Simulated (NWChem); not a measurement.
Species: CHCl₂F; SMILES FC(Cl)Cl

```xyz
5

F      1.5952    -0.1809     0.0000
C      0.3872     0.4094     0.0000
Cl    -0.4994    -0.0603    -1.4819
Cl    -0.4994    -0.0603     1.4819
H      0.4963     1.4924     0.0000
```
Atoms are numbered in this order, from 1.

Results from NWChem. Pople sets run with spherical d functions. Structure relaxed at the B3LYP/6-31G* (spherical d) level. Level: B3LYP/6-31G* with SMD (1 M gas to 1 M solution), gas-phase geometry.

Problem. Estimate the computed values for solvent n-hexane. Quantities: solvation free energy (kcal/mol); cavity-dispersion-structure term (kcal/mol); dipole in solution (D).

Solution. 
| Property | Value |
|---|---|
| solvation free energy (kcal/mol) | -3.1 |
| cavity-dispersion-structure term (kcal/mol) | -1.7 |
| dipole in solution (D) | 1.58 |
